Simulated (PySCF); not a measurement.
Stepwise substitution at one centre (Ga F-CH3). Gas-phase values, no solvent. Strings in code marks are SMILES.

The four lowest singlet excitations (Tamm–Dancoff). The numbers are results of PBE-D3(BJ)/def2-TZVP // B3LYP-D3(BJ)/def2-TZVP in PySCF 2.14.0, not measurements. Excitations are Tamm–Dancoff values on a coarser integration grid. The basis has no diffuse functions, so Rydberg states are missing or too high.

```tsv
state	energy (eV)	wavelength (nm)	oscillator strength
S1	4.93	251	0.000
S2	4.95	251	0.000
S3	6.28	197	0.115
S4	6.29	197	0.125
```

**Question.** Say which member gives these states.
A) `[CH3][Ga]([CH3])[F]`
B) `[CH3][Ga]([CH3])[CH3]`
C) `[CH3][Ga]([F])[F]`
D) `[F][Ga]([F])[F]`

**Answer.** B, `[CH3][Ga]([CH3])[CH3]`
